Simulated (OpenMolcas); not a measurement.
## neutral barium: from CASSCF to CASPT2

* Program: OpenMolcas 26.06
* Basis: ANO-RCC-VTZP [8s7p4d2f1g]
* Scalar Hamiltonian: DKH2, point nucleus
* Active space: 2 electrons in 4 orbitals (6s 6p)
* State averaging: 2S+1 = 3 even, 3 roots; 2S+1 = 1 even, 6 roots kept (CI in the orbitals of an earlier block); 2S+1 = 3 odd, 3 roots; 2S+1 = 1 odd, 3 roots kept (CI in the orbitals of an earlier block)
* Spin-orbit coupling: state interaction with AMFI integrals over the reference wave functions, term energies averaged over their components

Methods on the same reference wave functions:
A. CASSCF
B. SS-CASPT2, IPEA 0.25 Eh, imaginary shift 0.1 Eh (closed shells correlated: 5s 5p)

Energies in cm-1 above 6s2 1S0, the measured ground level; measured values from NIST Handbook of Basic Atomic Spectroscopic Data.

```csv
Level,A,B,Measured
6s2 1S0,0.0,0.0,0.0
6s 6p 3P* 0,10087,11520,12266
6s 6p 3P* 1,10347,11770,12637
6s 6p 3P* 2,10894,12320,13515
6s 6p 1P* 1,25387,20420,18060
6p2 3P0,30053,32300,
6p2 3P1,30295,32540,
6p2 3P2 [68 %],30752,32790,
6p2 1D2 [68 %],34669,33530,
```

Deviations, from unrounded energies. A percentage is the sum of absolute deviations over the sum of measured energies, with the sign that they share, or ± where signs differ.

```tsv
Against measurement	Levels	A	B
mean absolute deviation (cm-1)	4	3600	1300
other configurations (%)	4	±25.5	±9.1
```

B lies closest to measurement on these levels. The largest miss of B in the table is 6s 6p 1P* 1, by +2400 cm-1. The ranking rests on the paired levels alone, and a cruder setting can come out closer through cancelling errors.

The lowest spin-free term lies below A's lowest term by 0.180 hartree in B.

Term energies are means over components that CASPT2 splits; among the terms shown or strongly mixed into the levels shown the widest spread is 11 cm-1 (6p2 1D, B). Terms from blocks run as CI alone lack orbitals of their own. The ¹D term of p² mixes with s d, which this space lacks. Computed and measured levels are paired by configuration, term and J; levels that our copy of the source lacks, or whose pairing is in doubt (as where it misses far off the trend of its configuration), stay unpaired and out of the deviations. Only configurations of the active space appear.

A share in square brackets marks a mixed level and gives the weight of the term that names it, the lowest over the columns. * marks odd parity.
